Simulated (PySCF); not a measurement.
Lowest empty level (eV) of eight silicon and germanium compounds: PBE beside HF, computed with PySCF for isolated molecules in the bases named; differences from unrounded values. The eight are the first of their class met in an unordered collection, after screening for sound electronic states; none was chosen by its value. Each molecule has one DFT geometry for both levels.

```tsv
molecule	basis	HF
C2H9NOSi, SMILES CN(C)[SiH2]O	def2-TZVP	3.50
CH4BrFO2Si, SMILES CO[Si](O)(F)Br	def2-TZVP	3.30
C2H8N2OSi, SMILES C/C=N\[Si@H](N)O	def2-TZVP	3.62
Si(H)(F)(vinyl)2 (C4H7FSi), SMILES C=C[SiH](F)C=C	def2-TZVP	2.81
F3GeH3OSi, SMILES [F][Ge]([F])([F])[O][SiH3]	def2-TZVP	2.18
Si(F)2(SiH3)2 (F₂H₆Si₃), SMILES F[Si](F)([SiH3])[SiH3]	def2-TZVP	2.16
C3H8FNSi, SMILES F[SiH2]/C=N/CC	def2-TZVP	2.75
BrGeH₃O, SMILES [OH][GeH2][Br]	def2-TZVPD	1.48
```

Estimate the PBE values and say how PBE differs from HF over the set. (An estimate is asked for; the answer gives what the named calculation found.)


| molecule | PBE | difference |
|---|---|---|
| C2H9NOSi, SMILES CN(C)[SiH2]O | -0.22 | -3.72 |
| CH4BrFO2Si, SMILES CO[Si](O)(F)Br | -0.79 | -4.09 |
| C2H8N2OSi, SMILES C/C=N\[Si@H](N)O | -1.54 | -5.16 |
| Si(H)(F)(vinyl)2 (C4H7FSi), SMILES C=C[SiH](F)C=C | -1.94 | -4.74 |
| F3GeH3OSi, SMILES [F][Ge]([F])([F])[O][SiH3] | -2.56 | -4.75 |
| Si(F)2(SiH3)2 (F₂H₆Si₃), SMILES F[Si](F)([SiH3])[SiH3] | -1.84 | -4.00 |
| C3H8FNSi, SMILES F[SiH2]/C=N/CC | -2.19 | -4.94 |
| BrGeH₃O, SMILES [OH][GeH2][Br] | -1.50 | -2.98 |
PBE lies below HF in 8 and above it in 0 of the eight; the mean signed difference is -4.30 and the largest -5.16 eV.
